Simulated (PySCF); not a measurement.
**EPR parameters of C3H10NSi2**

Species: C3H10NSi2 (doublet state).
SMILES with atom numbers: `[CH2:1][Si@H:2]1[CH2:3][CH2:4][SiH2:5][NH:6]1` (hydrogens: H7, H8 on C1; H9 on Si2; H10, H11 on C3; H12, H13 on C4; H14, H15 on Si5; H16 on N6)

Cartesian coordinates in Å at the GFN2-xTB level; atoms count from 1:
```xyz
16
C3H10NSi2 angstrom
C      2.674    0.089    0.164
Si     1.027    0.131   -0.644
C     -0.139   -1.313   -0.146
C     -1.572   -0.789   -0.110
Si    -1.563    0.991    0.561
N      0.015    1.399   -0.010
H      3.527   -0.374   -0.298
H      2.848    0.471    1.154
H      1.132    0.241   -2.108
H      0.144   -1.667    0.846
H     -0.045   -2.162   -0.824
H     -1.977   -0.784   -1.123
H     -2.208   -1.453    0.477
H     -2.586    1.850   -0.043
H     -1.652    1.041    2.027
H      0.364    2.338    0.063
```

The hyperfine couplings belong to this conformer and change with its torsions.

Method used: PySCF, UKS B3LYP, pcH-1 on C H N Si, non-relativistic, mean-field spin-orbit, GIAO. One conformer (not necessarily the lowest) at the GFN2-xTB geometry, without solvent, vibrations or thermal averaging. A GFN2-xTB geometry isn't a minimum of the functional, and hyperfine couplings can be far from their values at a DFT geometry. The SCF solution wasn't tested for stability.

- g1, g2, g3: 2.00227, 2.00275, 2.00302
- g_iso: 2.00268
- Form of g: rhombic: the two nearest values differ by 35 % of g3 − g1
- ⟨S²⟩: 0.7533 (exact 0.7500)
- α and β electrons: 32, 31
- Total energy: -754.12304 Eh

Hyperfine couplings atom by atom, in 10⁻⁴ cm⁻¹; T1 to T3 are the principal values of the dipolar part (1 × 10⁻⁴ cm⁻¹ = 2.998 MHz):

| atom | isotope | a_iso | of which spin–orbit | T1 | T2 | T3 | Mulliken spin population |
| --- | --- | --- | --- | --- | --- | --- | --- |
| C1 | 13C | 25.7 | 0.0 | -25.0 | -24.9 | 50.0 | 1.04 |
| Si2 | 29Si | 16.3 | 0.0 | -0.9 | 0.2 | 0.7 | -0.02 |
| C3 | 13C | 13.0 | 0.0 | -1.8 | -1.6 | 3.4 | 0.05 |
| C4 | 13C | 1.5 | 0.0 | -0.4 | -0.3 | 0.7 | 0.00 |
| Si5 | 29Si | 0.6 | 0.0 | -0.3 | 0.1 | 0.2 | 0.00 |
| N6 | 14N | 0.7 | 0.0 | -0.2 | -0.1 | 0.4 | 0.00 |
| H7 | 1H | -19.0 | 0.0 | -12.2 | -0.2 | 12.4 | -0.04 |
| H8 | 1H | -19.1 | 0.0 | -12.2 | -0.2 | 12.4 | -0.04 |
| H9 | 1H | 7.7 | 0.0 | -1.1 | -0.8 | 1.9 | 0.01 |
| H10 | 1H | -0.8 | 0.0 | -1.5 | -0.2 | 1.7 | 0.00 |
| H11 | 1H | -0.3 | 0.0 | -1.0 | -0.4 | 1.4 | 0.00 |
| H12 | 1H | 0.0 | 0.0 | -0.4 | -0.2 | 0.6 | 0.00 |
| H13 | 1H | 2.7 | 0.0 | -0.4 | -0.1 | 0.5 | 0.00 |
| H14 | 1H | 0.1 | 0.0 | -0.2 | -0.1 | 0.3 | 0.00 |
| H15 | 1H | -0.1 | 0.0 | -0.2 | -0.2 | 0.4 | 0.00 |
| H16 | 1H | -0.3 | 0.0 | -0.9 | -0.6 | 1.5 | 0.00 |

The largest Mulliken spin population is on C1 (+1.04). The angles at C1 add up to 359.9°, so it is planar; its axial dipolar tensor and the negative couplings of its protons fit spin in a p orbital normal to that plane.

Axes: g2 points within 2° of the C1–H7 bond.

Under fast tumbling the dipolar parts average out, and these isotropic splittings remain: 2 × 1H (H7/H8, I = 1/2, 3 lines) with 2.03 mT, 1 × 1H (H9, I = 1/2, 2 lines) with 0.82 mT, 1 × 1H (H13, I = 1/2, 2 lines) with 0.29 mT, 1 × 1H (H10, I = 1/2, 2 lines) with 0.08 mT, 1 × 14N (N6, I = 1, 3 lines) with 0.07 mT and 1 × 1H (H11, I = 1/2, 2 lines) with 0.04 mT.

Nuclei that the bonding pattern makes equivalent are averaged, as if the motion that swaps them (rotation, inversion, ring flip) were fast.

The 13C coupling of C1 (77.1 MHz) shows only in satellite lines or after enrichment, since that isotope makes up about 1.07 % of natural carbon.

The 29Si coupling of Si2 (48.9 MHz) shows only in satellite lines or after enrichment, since that isotope makes up about 4.7 % of natural silicon.

Examples of negative spin density at the nucleus (bohr⁻³): Si2 (-0.0551), H7/H8 (-0.0128) and Si5 (-0.0020).
